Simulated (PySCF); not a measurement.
BH3N, SMILES B=[NH2+], charge +1. Atoms are numbered in the order given.

```xyz
5

B      0.0000     0.0000     0.7861
N      0.0000     0.0000    -0.5289
H      0.0000     0.0000     1.9563
H      0.0000     0.8529    -1.0922
H      0.0000    -0.8529    -1.0922
```
Charge +1, spin multiplicity 1.

Geometry optimised at TPSSh-D3(BJ)/def2-TZVP. The isomer is the one that the SMILES or the coordinates give; other isomers of the formula were not compared.

These are PBE0/pcJ-1 in PySCF values and carry that method's errors.

Isotropic couplings with Fermi-contact, spin-dipole and both spin-orbit terms, one fixed conformer, no vibrational averaging. Isotopes: 11B, 14N, 1H.

```
pair   bonds apart  J (Hz)
-----  -----------  ------
B1–N2            1    34.2
B1–H3            1     [?]
N2–H4            1    64.6
N2–H5            1    64.6
B1–H4            2     5.4
B1–H5            2     5.4
N2–H3            2     [?]
H4–H5            2   -17.9
H3–H4            3     [?]
H3–H5            3     [?]
```

**Question.** What belongs in the gaps? (The exact figures need the calculation; the answer reports its results.)

**Answer.** 
- B1–H3, J (Hz): 311.4
- N2–H3, J (Hz): 10.4
- H3–H4, J (Hz): -0.4
- H3–H5, J (Hz): -0.4
